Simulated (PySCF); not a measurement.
C2H5BF2, SMILES CCB(F)F.

The structure is a stationary point at TPSSh-D3(BJ)/def2-SVP. Other conformers were not sampled.

Computed with PBE0/def2-TZVP (PySCF).

Symmetry labels are those of the subgroup Cs that the program uses (full group Cs).

Computed valence orbital energies around the gap with their symmetry:
| orbital | symmetry | energy (eV) |
|---|---|---|
| HOMO−7 | A' | -13.85 |
| HOMO−6 | A" | -12.45 |
| HOMO−5 | A" | -12.30 |
| HOMO−4 | A' | -12.09 |
| HOMO−3 | A' | -11.58 |
| HOMO−2 | A' | -10.67 |
| HOMO−1 | A" | -10.02 |
| HOMO | A' | -9.44 |
| LUMO | A" | 0.32 |
| LUMO+1 | A' | 0.71 |
| LUMO+2 | A' | 1.88 |
| LUMO+3 | A" | 2.38 |
